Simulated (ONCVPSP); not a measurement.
Scattering properties, ONCV potential for boron

B, optimised norm-conserving Vanderbilt (ONCV), made with ONCVPSP 4.0.1 (PBE, scalar-relativistic). Core [He], reference 2s2 2p1. Waves: 2s: rc 1.50 bohr, ncon 4, nbas 8, qcut 5.6 1/bohr, local; 2p: rc 3.25 bohr, ncon 4, nbas 8, qcut 4.6 1/bohr, 1 projector. Local part: the s channel. Core correction: Teter function, parameters optimised by the program.

The phase is arctan(r·R′/R) of the radial function R(r), unwrapped; energies in Ha, scanned from -2 to 5 Ha. A pole is an energy at which the radial function vanishes at the test radius. The pseudo phase is shifted by a multiple of π to meet the all-electron one at the reference energy, and phase errors are pseudo minus all-electron; the curves can meet again beyond the range given. Levels narrower than the energy grid can be missing from the lists of poles.

```
channel  radius (bohr)  reference energy (Ha)  poles, all-electron      poles, pseudo  unbroken range about the reference energy with phases within 0.05 rad  phase error 1 Ha above the reference energy (rad)
      s           1.52                  -0.35                 2.00               1.87                                                              below 2.9                                             -0.004
      p           3.30                  -0.13    -0.00, 1.43, 3.82  -0.00, 1.69, 4.79                                                              below 0.3                                             +0.094
```

Phases in the p channel:

| E (Ha) | all-electron | pseudo |
| --- | --- | --- |
| -1.98 | 1.387 | 1.387 |
| -1.80 | 1.375 | 1.375 |
| -1.62 | 1.362 | 1.362 |
| -1.44 | 1.345 | 1.345 |
| -1.26 | 1.324 | 1.324 |
| -1.08 | 1.296 | 1.296 |
| -0.90 | 1.256 | 1.257 |
| -0.72 | 1.194 | 1.195 |
| -0.54 | 1.076 | 1.078 |
| -0.36 | 0.731 | 0.737 |
| -0.18 | -0.827 | -0.825 |
| 0.00 | -1.579 | -1.576 |
| 0.18 | -1.872 | -1.851 |
| 0.36 | -2.336 | -2.222 |
| 0.54 | -3.568 | -3.211 |
| 0.72 | -4.265 | -4.105 |
| 0.90 | -4.486 | -4.399 |
| 1.08 | -4.593 | -4.529 |
| 1.26 | -4.662 | -4.604 |
| 1.44 | -4.717 | -4.656 |
| 1.62 | -4.769 | -4.697 |
| 1.80 | -4.828 | -4.734 |
| 1.98 | -4.916 | -4.770 |
| 2.16 | -5.096 | -4.810 |
| 2.34 | -5.752 | -4.862 |
| 2.52 | -7.152 | -4.939 |
| 2.70 | -7.537 | -5.089 |
| 2.88 | -7.665 | -5.520 |
| 3.06 | -7.730 | -6.773 |
| 3.24 | -7.772 | -7.400 |
| 3.42 | -7.802 | -7.590 |
| 3.60 | -7.827 | -7.677 |
| 3.78 | -7.850 | -7.728 |
| 3.96 | -7.871 | -7.763 |
| 4.14 | -7.893 | -7.789 |
| 4.32 | -7.918 | -7.810 |
| 4.50 | -7.950 | -7.828 |
| 4.68 | -7.994 | -7.844 |
| 4.86 | -8.069 | -7.860 |
